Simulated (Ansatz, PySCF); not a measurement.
CH7FN2Si, SMILES C[Si](N)(N)F.

The structure is a stationary point at PBE-D3(BJ)/def2-SVP. The structure was generated by enumeration, and PubChem lists no compound with its InChIKey, so it may never have been made. Other conformers were not sampled.

Vertical ionisation energy (IE) and electron affinity (EA) in eV. Rows of orbital energies are one-electron estimates. Where ΔSCF, EOM or ADC give a negative EA the extra electron is unbound and the value depends on the basis.

```tsv
level	IE	EA
−ε(HOMO), −ε(LUMO), CAM-B3LYP/def2-TZVP (PySCF)	8.93	-1.46
−ε(HOMO), −ε(LUMO), PBE/def2-TZVP (PySCF)	(withheld)	(withheld)
ΔSCF, CAM-B3LYP/def2-SVPD (Ansatz), final states of multiplicity 2 and 2	9.96	-1.53
ΔSCF, PBE/def2-SVPD (Ansatz), final states of multiplicity 2 and 2	9.28	-1.23
```

Problem. What belongs in the gaps? (The exact figures need the calculation; the answer reports its results.)

Solution. 
- −ε(HOMO), −ε(LUMO), PBE/def2-TZVP (PySCF), IE: 6.00
- −ε(HOMO), −ε(LUMO), PBE/def2-TZVP (PySCF), EA: 0.09

Problem. What vertical singlet–triplet gap does ΔSCF give with CAM-B3LYP/def2-SVPD (Ansatz, a first-principles code) and with PBE/def2-SVPD (Ansatz)? (The exact figures need the calculation; the answer reports its results.)

Solution. 6.50 and 5.91 eV (triplet above singlet where positive).
